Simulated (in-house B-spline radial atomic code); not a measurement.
Whole-atom quantities along the 27-electron series, configuration [Ar] 3d9. Breit and QED terms are first order and not part of the total energy; the density at the nucleus is averaged over the nuclear charge. Computed with an all-electron radial atomic-structure program (B-spline basis): Dirac-Hartree-Fock, average of the configuration, finite nuclei.

```
  ion   Z  E/Z² (Eh)  Σ<r²> (bohr²)  n(0)/Z³ (bohr⁻³)  Lamb diamagnetic shielding (ppm)  repulsion over attraction  Breit energy (eV)  self-energy (eV)  vacuum polarisation (eV)  Dirac less non-relativistic energy (Eh)
Rb10+  37    -2.1518         5.2769            1.0576                           3316.16                    0.13527             42.154            31.594                    -3.275                                  -41.293
Sr11+  38    -2.1716         4.8164            1.0821                           3428.97                    0.13252             46.141            34.665                   -3.6556                                  -46.318
Zr13+  40    -2.2094         4.0651            1.1342                           3655.99                    0.12723             54.883            41.442                   -4.5199                                  -57.773
Nb14+  41    -2.2273         3.7557             1.161                           3770.26                    0.12469             59.656            45.166                    -5.008                                  -64.262
Mo15+  42    -2.2448         3.4811            1.1879                           3885.05                    0.12223             64.707            49.127                   -5.5366                                  -71.298
Tc16+  43    -2.2617         3.2361            1.2185                           4000.41                    0.11984             70.047            53.333                   -6.1085                                  -78.917
Ru17+  44    -2.2782         3.0166            1.2481                           4116.35                    0.11752             75.683            57.796                   -6.7259                                  -87.148
```

(1) With what power of Z does the column «vacuum polarisation (eV)» change over this range?

## Answers

(1) A fit of the logarithm of its size against log Z from Z = 37 to 44 has slope 4.15.
